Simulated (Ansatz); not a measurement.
(HCd-mu-NH2)2 (Cd2N2H6), relaxed as a singlet with RKS PBE-D4/def2-SVP in Ansatz, starting from the GFN2-xTB geometry. Force threshold 0.02 eV/Å.

In the def2 sets Cd takes a core potential; there is no spin–orbit coupling.

Start:

Cartesian coordinates in Å:
```
Cd -0.4201 -1.5048 0.3411
H -0.5524 -3.1532 0.2411
N 1.1621 -0.0776 1.0429
Cd 0.5043 1.4422 -0.4710
H 1.2647 2.6227 -1.3527
N -1.3645 0.2281 -0.7261
H 2.1192 -0.4112 0.9154
H 1.1085 0.2090 2.0194
H -2.2138 0.6084 -0.3101
H -1.6080 0.0364 -1.7000
```

```json
{"step": "1", "energy (eV)": "-12200.1464", "largest force component (eV/Å)": "0.586", "SCF passes": "19"}
{"step": "2", "energy (eV)": "-12200.2275", "largest force component (eV/Å)": "0.253", "SCF passes": "19"}
{"step": "3", "energy (eV)": "-12200.2751", "largest force component (eV/Å)": "0.100", "SCF passes": "19"}
{"step": "4", "energy (eV)": "-12200.2791", "largest force component (eV/Å)": "0.094", "SCF passes": "19"}
{"step": "5", "energy (eV)": "-12200.2802", "largest force component (eV/Å)": "0.036", "SCF passes": "20"}
{"step": "6", "energy (eV)": "-12200.2807", "largest force component (eV/Å)": "0.005", "SCF passes": "20"}
{"step": "7", "energy (eV)": "-12200.2811", "largest force component (eV/Å)": "0.035", "SCF passes": "19"}
{"step": "8", "energy (eV)": "-12200.2813", "largest force component (eV/Å)": "0.028", "SCF passes": "18"}
{"step": "9", "energy (eV)": "-12200.2813", "largest force component (eV/Å)": "0.037", "SCF passes": "20"}
{"step": "10", "energy (eV)": "-12200.2814", "largest force component (eV/Å)": "0.020", "SCF passes": "14"}
{"step": "11", "energy (eV)": "-12200.2814", "largest force component (eV/Å)": "0.016", "SCF passes": "13"}
```

Force components are those of the run's own axes.

End:

```xyz
10

Cd   -0.4197   -1.6152    0.3200
H    -0.7604   -3.2570    0.5246
N     1.1505   -0.1089    0.9156
Cd    0.5623    1.5093   -0.5416
H     1.1861    2.9409   -1.1857
N    -1.2465    0.1802   -0.7664
H     2.1290   -0.4302    0.8654
H     1.0502    0.1936    1.8978
H    -2.0799    0.5711   -0.2985
H    -1.5716    0.0162   -1.7311
```

By distances, no bond broke or formed. The bond that changes most is Cd1–H2, from 1.66 to 1.69 Å (atoms count from 1).

The force fell under the threshold at step 6, but the optimiser went on. No frequencies were taken in this run, so the end may be a saddle point.

It took 11 s on 4 threads of Arm Neoverse V2 on a shared host.
